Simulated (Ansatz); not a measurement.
Computed with Ansatz on PBE0-D4/def2-TZVP structures; ΔE is electronic, products minus reactants. CBS: MP2 limit from def2 TZ/QZ plus the TZ coupled-cluster correction, frozen cores. Functionals use def2-TZVPP. Each species was taken in one conformer, which may not be the lowest.

`B[SiH2]OC[SiH3]` + `C=C=C[SiH3]` → `C=C=C([SiH3])[SiH3]` + `B[SiH2]OC`  (formal exchange of groups at the Si–C bond)

`B[SiH2]OC[SiH3]`:

Cartesian coordinates in Å:
```
B -0.246 -2.748 0.002
Si -1.366 -1.129 -0.381
O -0.530 0.286 -0.572
C 0.283 0.794 0.474
Si 1.190 2.330 -0.149
H -0.774 -3.823 0.013
H 0.925 -2.716 0.244
H -2.328 -0.999 0.762
H -2.143 -1.299 -1.637
H -0.326 1.053 1.352
H 1.015 0.045 0.809
H 0.210 3.367 -0.563
H 2.052 1.974 -1.305
H 2.038 2.865 0.951
```

`C=C=C[SiH3]`:

Cartesian coordinates in Å:
```
C -0.824 0.681 1.918
C -0.693 0.462 0.643
C -0.526 0.225 -0.625
Si 0.970 -0.687 -1.253
H -0.431 1.583 2.374
H -1.336 -0.030 2.557
H -1.285 0.571 -1.326
H 1.736 0.166 -2.201
H 0.556 -1.915 -1.984
H 1.832 -1.056 -0.103
```

`C=C=C([SiH3])[SiH3]`:

```xyz
13

C    -2.119    0.798   -1.027
C    -1.010    0.381   -0.489
C     0.099   -0.037    0.048
Si    0.597    0.633    1.718
Si    1.133   -1.285   -0.879
H    -3.056    0.286   -0.842
H    -2.132    1.669   -1.673
H     0.729   -0.486    2.689
H    -0.423    1.598    2.195
H     1.921    1.303    1.615
H     0.483   -1.614   -2.171
H     1.287   -2.517   -0.061
H     2.491   -0.729   -1.123
```

`B[SiH2]OC`:

Cartesian coordinates in Å:
```
B -1.956 -1.322 -0.471
Si -0.078 -0.643 -0.370
O -0.002 0.779 0.462
C 1.213 1.458 0.672
H -2.889 -0.753 0.010
H -2.167 -2.352 -1.044
H 0.799 -1.665 0.285
H 0.469 -0.457 -1.752
H 1.927 0.841 1.232
H 1.678 1.752 -0.276
H 1.007 2.360 1.251
```

```csv
level,ΔE (kJ/mol)
PBE-D4,-36.0
r2SCAN-D4,-38.2
ωB97X-V,-35.8
HF/def2-TZVPP,-38.9
SCS-MP2/def2-TZVPP,-42.3
CCSD(T)/def2-TZVPP,-38.0
MP2/def2-QZVPP,-45.1
SCS-MP2/def2-QZVPP,-42.5
```

(1) What does CCSD(T)/CBS give? (Estimate.)

Largest T1 diagnostic among the species: 0.013.

## Answers

(1) Computed: -38.3 kJ/mol. The listed levels differ from it by 2.3, 0.1, 2.5, -0.6, -4.0, 0.3, -6.8, -4.2 kJ/mol.

The D4 term adds −3.4 kJ/mol with B3LYP and −1.8 kJ/mol with PBE0; it sums over pairs of atoms, weighted by their polarisabilities, and B3LYP, whose exchange is more repulsive, gets the larger term.

B3LYP here is the variant with VWN-RPA as its local correlation; programs differ in this.
